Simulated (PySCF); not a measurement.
**Pt⁺ (platinum, charge +1) across methods**

[Xe] 4f14 5d8 6p1, one real determinant (an excited configuration). Calculation: PySCF 2.14, in x2c-TZVPPall with one added diffuse shell each of s, p, d, f type (12s8p8d4f1g, 113 functions); the spin-free X2C one-electron Hamiltonian (Gaussian nucleus).

```csv
method,E (hartree),mean ε 5d α (eV),mean ε 5d β (eV),mean ε 6p α (eV),Σ⟨r²⟩ (bohr²),⟨S²⟩
PBE0,-18414.95,-20.478,-19.095,-9.293,56.95,3.751
LDA,-18403.77,-18.881,-17.609,-8.833,56.77,3.750
UHF,-18409.61880,-25.005,-23.222,-10.483,57.98,3.753
PBE,-18415.19,-18.691,-17.411,-8.724,57.01,3.751
r2SCAN,-18415.24,-18.998,-17.724,-8.855,56.62,3.752
```

⟨L²⟩ = 14.02 against 20 for a pure G term, so this real determinant mixes terms. Spin-orbit coupling, absent here, splits the open shell strongly.
